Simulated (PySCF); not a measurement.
Zr: ionisation energy

Zr [Kr] 4d2 5s2 (3F) → Zr⁺ [Kr] 4d2 5s1 (4F), as a difference of total energies. Computed with PySCF 2.14 in def2-QZVPPD with the def2 core potential (28 electrons), with a scalar-relativistic core potential. Correlated levels: valence and next inner shell: nothing frozen outside the core potential. The calculations carry no spin-orbit coupling.

Order these methods by the ionisation energy they give, lowest first.
A. CCSD(T) (valence and next inner shell)
B. SCS-MP2 (valence and next inner shell)
C. MP2 (valence and next inner shell)
D. UHF

D (5.188 eV), C (6.393 eV), B (6.492 eV), A (6.566 eV).

Errors of the correlated levels include the incompleteness of this basis.

For comparison: 6.639 eV (measured; NIST levels, between the centres of gravity of the two terms).
